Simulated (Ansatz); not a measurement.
Two structures of SiNH7ClF, closed shell, reached by relaxing down either side of one saddle point (PBE0-D4/def2-TZVP). Energies are electronic, without zero-point energy. Computed with Ansatz 0.2.0 (basis: def2-TZVPP and def2-QZVPP); correlated methods freeze the cores. Extrapolation: Hartree–Fock as exp(−7.88 √X), correlation as X^−2.97. First:

```tsv
atom	x (Å)	y (Å)	z (Å)
Si1	-1.0200	0.4871	-0.5306
Cl2	0.5051	-1.4082	-1.4605
H3	-0.9243	0.9497	-1.9250
H4	-1.6790	1.6445	0.1759
H5	-1.8277	-0.6697	-0.1143
H6	0.7167	-0.1210	1.0474
N7	0.5883	0.7026	0.4322
H8	0.7784	-1.9452	0.3310
F9	0.8804	-1.8555	1.2969
H10	0.6178	1.5618	0.9741
H11	1.3645	0.6540	-0.2270
```

Second:

```tsv
atom	x (Å)	y (Å)	z (Å)
Si1	-1.2212	0.9549	-0.3749
Cl2	1.5247	-2.4553	-1.0461
H3	-1.3486	1.9458	-1.4754
H4	-1.9310	1.4575	0.8242
H5	-1.7534	-0.3539	-0.8126
H6	0.5343	-0.5006	1.1152
N7	0.4548	0.6929	0.1065
H8	1.1621	-2.2202	0.1864
F9	0.6198	-1.3505	1.6090
H10	0.9150	1.5033	0.5037
H11	1.0437	0.3262	-0.6361
```

Which bonds change from the first to the second?

SiH₃Cl ([SiH3][Cl]) + NH₃ + HF → SiNH₅ ([NH2][SiH3]) + HCl + HF; bonds formed: Cl2–H8, H6–F9; bonds broken: Si1–Cl2, H6–N7, H8–F9.

Give the saddle point's structure and its height above each. (Judge from chemistry; the value comes from the calculation.)

By the calculation: 28.5 kJ/mol above the first and 30.5 kJ/mol above the second (CCSD(T) at an estimated basis limit (MP2 extrapolated from triple and quadruple zeta, plus CCSD(T) − MP2 in triple zeta)).
```tsv
atom	x (Å)	y (Å)	z (Å)
Si1	-1.0983	0.6686	-0.4121
Cl2	0.7859	-1.8544	-1.3863
H3	-0.8944	0.9272	-1.8491
H4	-1.8148	1.8089	0.2161
H5	-1.7843	-0.5962	-0.1066
H6	0.6779	-0.3682	0.9736
N7	0.5188	0.6798	0.4194
H8	0.8489	-1.8682	0.0716
F9	0.8448	-1.5454	1.2840
H10	0.6432	1.4617	1.0538
H11	1.2726	0.6861	-0.2645
```

T1 diagnostic: at most 0.011.

Labels in which every atom is bracketed show which atoms are joined, not bond orders.

For scale, one of the runs: CCSD(T)/def2-TZVPP, 244 basis functions, launched by `ansatz run in.yaml --threads 4 --pin off --events-out ev --progress --plain --max-ram 9574MiB`. Hardware: 4 CPU threads of an Arm Neoverse V2, shared host. Wall time 110 s; peak host memory 4.8 GiB.
